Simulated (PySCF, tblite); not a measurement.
Isomers of C4H7FO3S. Method: GFN2-xTB as coded in tblite; computed harmonic values from a numerical Hessian at the method's own geometry, unscaled. Errors from tens to a few hundred cm⁻¹ against measured bands are possible. One conformer each.

Electronic energies: PBE0/pcSseg-1 single points on the GFN2-xTB geometries (PySCF, gas phase).

| SMILES | electronic energy, lowest = 0 (kcal/mol) |
| --- | --- |
| C=C[C@H](F)OS(C)(=O)=O | 32.3 |
| CC[C@@]1(F)CO[S@@](=O)O1 | 6.4 |
| CC[C@@]1(F)CO[S@](=O)O1 | 5.5 |
| C[C@@H]1[C@@H](F)COS1(=O)=O | 20.0 |
| O=S(=O)(CF)OC1CC1 | 51.8 |
| C[C@@H]1O[S@](=O)O[C@@]1(C)F | 0.0 |
| C[C@@H]1[C@H](F)COS1(=O)=O | 20.4 |
| C[C@@H]1O[S@@](=O)O[C@]1(C)F | 2.6 |
| C[C@@H]1O[S@@](=O)O[C@@]1(C)F | 2.5 |

**Question.** How do GFN2-xTB zero-point energies change the relative energies?

**Answer.** 
```json
{"SMILES": "C[C@@H]1O[S@](=O)O[C@@]1(C)F", "ZPE (kcal/mol)": "71.3", "of it from modes above 1550 cm⁻¹": "30.4", "electronic (kcal/mol)": "0.0", "with ZPE, lowest = 0 (kcal/mol)": "0.0", "lowest mode (cm⁻¹)": "30", "rings": "1"}
{"SMILES": "C[C@@H]1O[S@@](=O)O[C@@]1(C)F", "ZPE (kcal/mol)": "71.4", "of it from modes above 1550 cm⁻¹": "30.4", "electronic (kcal/mol)": "2.5", "with ZPE, lowest = 0 (kcal/mol)": "2.6", "lowest mode (cm⁻¹)": "58", "rings": "1"}
{"SMILES": "C[C@@H]1O[S@@](=O)O[C@]1(C)F", "ZPE (kcal/mol)": "71.3", "of it from modes above 1550 cm⁻¹": "30.3", "electronic (kcal/mol)": "2.6", "with ZPE, lowest = 0 (kcal/mol)": "2.5", "lowest mode (cm⁻¹)": "44", "rings": "1"}
{"SMILES": "CC[C@@]1(F)CO[S@](=O)O1", "ZPE (kcal/mol)": "71.7", "of it from modes above 1550 cm⁻¹": "30.1", "electronic (kcal/mol)": "5.5", "with ZPE, lowest = 0 (kcal/mol)": "5.9", "lowest mode (cm⁻¹)": "44", "rings": "1"}
{"SMILES": "CC[C@@]1(F)CO[S@@](=O)O1", "ZPE (kcal/mol)": "71.8", "of it from modes above 1550 cm⁻¹": "30.1", "electronic (kcal/mol)": "6.4", "with ZPE, lowest = 0 (kcal/mol)": "6.9", "lowest mode (cm⁻¹)": "57", "rings": "1"}
{"SMILES": "C[C@@H]1[C@@H](F)COS1(=O)=O", "ZPE (kcal/mol)": "72.3", "of it from modes above 1550 cm⁻¹": "30.0", "electronic (kcal/mol)": "20.0", "with ZPE, lowest = 0 (kcal/mol)": "21.0", "lowest mode (cm⁻¹)": "30", "rings": "1"}
{"SMILES": "C[C@@H]1[C@H](F)COS1(=O)=O", "ZPE (kcal/mol)": "72.4", "of it from modes above 1550 cm⁻¹": "30.0", "electronic (kcal/mol)": "20.4", "with ZPE, lowest = 0 (kcal/mol)": "21.4", "lowest mode (cm⁻¹)": "21", "rings": "1"}
{"SMILES": "C=C[C@H](F)OS(C)(=O)=O", "ZPE (kcal/mol)": "69.6", "of it from modes above 1550 cm⁻¹": "33.2", "electronic (kcal/mol)": "32.3", "with ZPE, lowest = 0 (kcal/mol)": "30.6", "lowest mode (cm⁻¹)": "45", "rings": "0"}
{"SMILES": "O=S(=O)(CF)OC1CC1", "ZPE (kcal/mol)": "71.0", "of it from modes above 1550 cm⁻¹": "30.7", "electronic (kcal/mol)": "51.8", "with ZPE, lowest = 0 (kcal/mol)": "51.4", "lowest mode (cm⁻¹)": "56", "rings": "1"}
```

The zero-point energies span 2.8 kcal/mol, from `C=C[C@H](F)OS(C)(=O)=O` to `C[C@@H]1[C@H](F)COS1(=O)=O`. The lowest isomer stays, but the order above it changes.

**Question.** And how do the electronic energies of GFN2-xTB itself compare?

**Answer.** `C[C@@H]1O[S@](=O)O[C@@]1(C)F` 0.0; `C[C@@H]1O[S@@](=O)O[C@@]1(C)F` 2.0; `C[C@@H]1O[S@@](=O)O[C@]1(C)F` 0.5; `CC[C@@]1(F)CO[S@](=O)O1` 6.2; `CC[C@@]1(F)CO[S@@](=O)O1` 3.6; `C[C@@H]1[C@@H](F)COS1(=O)=O` 23.7; `C[C@@H]1[C@H](F)COS1(=O)=O` 25.3; `C=C[C@H](F)OS(C)(=O)=O` 49.6; `O=S(=O)(CF)OC1CC1` 55.0 kcal/mol, lowest = 0. Against the energies above, taken from the same isomer `C[C@@H]1O[S@](=O)O[C@@]1(C)F`, the largest difference is 17.3 kcal/mol.

**Question.** What do entropy and thermal enthalpy add at 298.15 K and 1 bar (rigid rotor, harmonic oscillator, one conformer each)?

**Answer.** 
```csv
SMILES,point group,symmetry number,S (cal/(mol K)),H − H(0) (kcal/mol),ZPE + H − H(0) − TS (kcal/mol)
C[C@@H]1O[S@](=O)O[C@@]1(C)F,C1,1,96.3,6.57,49.2
C[C@@H]1O[S@@](=O)O[C@@]1(C)F,C1,1,94.8,6.52,49.7
C[C@@H]1O[S@@](=O)O[C@]1(C)F,C1,1,96.8,6.66,49.1
CC[C@@]1(F)CO[S@](=O)O1,C1,1,96.1,6.51,49.6
CC[C@@]1(F)CO[S@@](=O)O1,C1,1,96.2,6.53,49.6
C[C@@H]1[C@@H](F)COS1(=O)=O,C1,1,93.8,6.22,50.5
C=C[C@H](F)OS(C)(=O)=O,C1,1,101.7,7.15,46.4
O=S(=O)(CF)OC1CC1,C1,1,98.4,6.69,48.3
```

Not tabulated: `C[C@@H]1[C@H](F)COS1(=O)=O` (lowest mode only 21 cm⁻¹).
